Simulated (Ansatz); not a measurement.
This geometry of C$_{2}$H$_{2}$FSi (6 atoms, charge 1, multiplicity 1) is a first-order saddle point.

The calculation used Ansatz, UKS PBE0/6-31G.

```xyz
6
Properties=species:S:1:pos:R:3
F 1.418 0.314 0.954
C 0.147 0.401 0.413
C -0.376 -0.633 -0.333
Si -0.905 -2.061 -1.341
H 0.190 0.881 -0.677
H -0.475 1.099 0.985
```

(1) Which two structures does it join? (They come from a converged band through this point; their orientation in space is the band's.)

(2) How far does it lie above each of them?

Results:

(1) Bonds broken: C2–H5. Bonds formed: C3–H5.

First end point:

```xyz
6
Properties=species:S:1:pos:R:3
F 1.370 0.159 0.867
C 0.156 0.502 0.224
C -0.433 -0.630 -0.425
Si -0.901 -2.269 -1.132
H 0.350 1.311 -0.506
H -0.541 0.928 0.971
```

Last end point:

```xyz
6
Properties=species:S:1:pos:R:3
F 0.963 -0.524 1.329
C 0.288 0.366 0.555
C -0.349 -0.067 -0.558
Si -0.365 -1.830 -1.112
H -0.880 0.677 -1.155
H 0.342 1.378 0.941
```

(2) 28.6 kJ/mol above the first and 298.4 kJ/mol above the second. This is the barrier of this one path; another mechanism may lie lower. Limits of this set-up: no polarisation functions, the dipole of an ion depends on the origin.

The run took 5 min on 1 thread of Arm Neoverse V1, with other jobs on the host, peak memory 0.14 GiB.
